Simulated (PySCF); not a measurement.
Au₂, SMILES [Au][Au], multiplicity 1.

Geometry: B3LYP-D3(BJ)/def2-TZVPD. The multiplicity is an assumed one; other spin states were not compared. The def2 effective core potentials stand for the cores of Au; spin–orbit coupling is left out.

Level of theory: TDA-M06-2X/def2-TZVPD in PySCF.

Vertical excitations; the highest root listed may be one member of a degenerate set.  State labels are in the subgroup D2h.

| state | symmetry | energy (eV) | λ (nm) | f | main pairs |
|---|---|---|---|---|---|
| S1 | B1u | 3.18 | 390 | 0.332 | HOMO→LUMO 87 % |
| S2 | Ag | 3.27 | 379 | 0.000 | HOMO−1→LUMO 95 % |
| S3 | B3u | 3.43 | 362 | 0.009 | HOMO−3→LUMO (degenerate set) |
| S4 | B2u | 3.43 | 362 | 0.009 | HOMO−2→LUMO (degenerate set) |
| S5 | Ag | 3.64 | 340 | 0.000 | HOMO−5→LUMO (degenerate set) |
| S6 | B1g | 3.64 | 340 | 0.000 | HOMO−4→LUMO (degenerate set) |
| S7 | B1u | 3.93 | 315 | 0.000 | HOMO−7→LUMO (degenerate set) |
| S8 | Au | 3.93 | 315 | 0.000 | HOMO−6→LUMO (degenerate set) |
| S9 | B2g | 4.84 | 256 | 0.000 | HOMO−8→LUMO (degenerate set) |
| S10 | B3g | 4.84 | 256 | 0.000 | HOMO−9→LUMO (degenerate set) |
| T1 | B1u | 1.72 | 719 | 0 | HOMO→LUMO 97 % |
| T2 | Ag | 2.57 | 483 | 0 | HOMO−1→LUMO 95 % |
| T3 | B3u | 2.79 | 444 | 0 | HOMO−3→LUMO (degenerate set) |
| T4 | B2u | 2.79 | 444 | 0 | HOMO−2→LUMO (degenerate set) |
Triplets are in the Tamm–Dancoff approximation.
